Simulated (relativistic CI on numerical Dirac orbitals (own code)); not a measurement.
# Os2+: 4f photoemission

Computed with this model: Dirac-Coulomb-Breit CI, KLI orbitals optimised for each configuration, a model potential for QED, valence Slater integrals scaled by 0.8, multiplet model of photoemission in the sudden approximation; configurations [Xe] 4f14 5d6 → [Xe] 4f13 5d6; 300 K; Lorentzian 0.17 eV and Gaussian 0.5 eV FWHM. Energies are those of the free ion, without screening or charge transfer. The energies are binding energies and can lie tens of eV above those of solids. S is read from ⟨S²⟩ = S(S + 1).

Field parameters in Wybourne normalisation: D3d B²₀ = −7Dσ, B⁴₀ = −14Dq − 21Dτ, B⁴₃ = −14√(10/7) Dq. The field is a parameter set, without covalency.

free ion: ground-state S = 1.89, centroid 77.94 eV. Peaks (eV, height): 76.7 (100), 80.0 (58).

D3d, 10Dq = 41450, Dσ = -1190, Dτ = 30 cm⁻¹: ground-state S = 0.07, centroid 78.35 eV. Peaks (eV, height): 77.1 (100), 79.8 (71).

Strongest unbroadened transitions for free ion:

| Energy (eV) | Relative strength |
| --- | --- |
| 75.98 | 100.0 |
| 76.39 | 16.7 |
| 76.40 | 58.8 |
| 76.61 | 36.8 |
| 76.72 | 33.8 |
| 76.83 | 35.7 |
| 76.85 | 20.3 |
| 77.05 | 18.8 |
| 77.06 | 27.8 |
| 77.27 | 13.9 |
| 78.75 | 26.3 |
| 79.21 | 14.1 |
| 79.49 | 24.1 |
| 79.56 | 23.6 |
| 79.80 | 17.9 |
| 79.95 | 13.1 |
| 80.14 | 19.3 |
| 80.24 | 24.8 |
